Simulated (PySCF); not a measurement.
## Assigning NMR signals

Bonds (- single, = double, # triple, : aromatic): C1=C2, C2-C3, C3-C4, C4-C5, C5-C6, C5-O7, O7-C8, C5-C2. C1 carries H9, H10; C3 carries H11, H12; C4 carries H13, H14; C6 carries H15, H16, H17; C8 carries H18, H19, H20. Stereochemistry as in C=C1CC[C@@]1(C)OC. H10 is cis to C3; H12, H14 are pro-R; H11, H13 are pro-S; H9 is trans to C3.

One conformer, isolated molecule, non-relativistic, fast rotation and ring inversion assumed for equivalent nuclei. NMR shieldings at CAM-B3LYP/pcSseg-1/GIAO; geometry: PBE0-D3(BJ)/def2-SVP; PySCF 2.14.

Shifts are taken against calculated references (same method and geometry level): TMS for ¹³C and ¹H.

Problem. Assign these signals to the numbered atoms. ¹³C{¹H} NMR (computed): δ 162.8 (C), 115.1 (CH2), 82.7 (C), 50.8 (CH3), 35.5 (CH2), 30.1 (CH2), 19.0 (CH3).

Solution. 
162.8 → C2, fully substituted alkene carbon: the olefinic region
115.1 → C1, terminal =CH2 carbon: an sp2 carbon of a C=C bond
82.7 → C5, allylic fully substituted sp3 carbon bonded to O: deshielded by the electronegative neighbour
50.8 → C8, methyl carbon bonded to O: deshielded by the electronegative neighbour
35.5 → C4, sp3 CH2 in a ring: a saturated carbon with 2 carbon neighbours and no heteroatom attached
30.1 → C3, allylic sp3 CH2: a saturated carbon with 2 carbon neighbours and no heteroatom attached
19.0 → C6, methyl carbon: a saturated carbon with 1 carbon neighbour and no heteroatom attached

Problem. Assign these signals to the numbered atoms. ¹H NMR (600 MHz, computed): δ 5.22 (m, 1H), 5.12 (m, 1H), 3.21 (s, 3H), 2.82 (m, 1H), 2.31 (m, 1H), 1.92 (m, 1H), 1.66 (m, 1H), 1.19 (s, 3H).

Solution. 
5.22 → H10, hydrogen on a terminal =CH2 carbon: a vinylic proton, deshielded by the sp2 carbon and the C=C anisotropy
5.12 → H9, hydrogen on a terminal =CH2 carbon
3.21 → H18/H19/H20, hydrogen on a methyl carbon bonded to O: its carbon carries O, hence the downfield position
2.82 → H11, hydrogen on an allylic sp3 CH2: allylic position
2.31 → H12, hydrogen on an allylic sp3 CH2
1.92 → H14, hydrogen on an sp3 CH2 in a ring
1.66 → H13, hydrogen on an sp3 CH2 in a ring
1.19 → H15/H16/H17, hydrogen on a methyl carbon

H10 and H9 lie closer than the usual error of such a calculation, so a measured spectrum could show them in the other order.

Shifts are as computed, not scaled to solution data. Of 1211 compounds with measured shifts, 218 miss one by over three times the rms of a fit or turn the order of signals round; such compounds aren't used in these exercises. No couplings were computed; multiplicities are counted from neighbouring protons, with m where these are inequivalent, close in shift, in a saturated or five-membered ring or joined by F or P, and br s for small geminal =CH2 splittings.
